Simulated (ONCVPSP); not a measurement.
Reading a pseudo-wave (Se)

Columns: radius, all-electron u(r) and pseudo u(r) of the 3p shell (level -152.84 eV) of selenium in the configuration [Ne] 3s2 3p6 3d10 4s2 4p4; Wu-Cohen, scalar-relativistic, ONCV scheme, ONCVPSP 4.0.1.

| r (bohr) | all-electron | pseudo |
| --- | --- | --- |
| 0.060 | -0.5738 | 0.0425 |
| 0.120 | -0.7279 | 0.1644 |
| 0.180 | -0.3274 | 0.3493 |
| 0.240 | 0.2471 | 0.5735 |
| 0.300 | 0.7579 | 0.8093 |
| 0.360 | 1.1197 | 1.0286 |
| 0.420 | 1.3267 | 1.2076 |
| 0.480 | 1.4063 | 1.3293 |
| 0.540 | 1.3953 | 1.3863 |
| 0.600 | 1.3256 | 1.3799 |
| 0.660 | 1.2216 | 1.3177 |
| 0.720 | 1.1014 | 1.2138 |
| 0.780 | 0.9767 | 1.0835 |
| 0.840 | 0.8552 | 0.9422 |
| 0.900 | 0.7413 | 0.8026 |
| 0.960 | 0.6374 | 0.6741 |
| 1.020 | 0.5445 | 0.5621 |
| 1.080 | 0.4627 | 0.4685 |
| 1.140 | 0.3913 | 0.3921 |
| 1.200 | 0.3299 | 0.3297 |
| 1.260 | 0.2771 | 0.2770 |
| 1.320 | 0.2322 | 0.2321 |
| 1.380 | 0.1941 | 0.1940 |
| 1.440 | 0.1619 | 0.1619 |
| 1.500 | 0.1348 | 0.1348 |
| 1.560 | 0.1121 | 0.1121 |

How many radial nodes do the two functions have?

The all-electron 3p function has n − l − 1 = 1; the pseudo-wave has 0, since the states of the same l below it are removed with the core.

At about which radius was the pseudo-wave matched?

1.20 bohr, where the columns begin to agree (steps of 0.06 bohr).

Where does each function peak?

Outermost all-electron maximum near 0.48 bohr, pseudo maximum near 0.54 bohr (to the table’s step).

Is the pseudo-wave norm-conserving?

Yes: the ONCV scheme keeps the norm inside the radius equal to the all-electron one, which fixes the energy derivative of the logarithmic derivative at the level.
